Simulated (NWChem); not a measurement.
System: ZnH2; SMILES [ZnH2]

Input file for NWChem:

```
start job
memory heap 200 mb stack 900 mb global 1100 mb
geometry units angstroms noautoz
  Zn     0.000000     0.000000     0.000000
  H      0.000000     0.000000    -1.550130
  H      0.000000     0.000000     1.550130
end
basis spherical
  * library def2-svp
end
dft
  xc b3pw91
  iterations 150
  mulliken
end
task dft energy
```

Geometry: optimised at PBE0/def2-SVP.

**Question.** Predict the main results of this run. (B3PW91/def2-SVP.) Quantities: energy (Ha); highest occupied level (eV); orbital gap (eV).

**Answer.** 
```
Item                            Value
---------------------------  --------
energy (Ha)                  -1780.31
highest occupied level (eV)     -7.58
orbital gap (eV)                 8.58
```
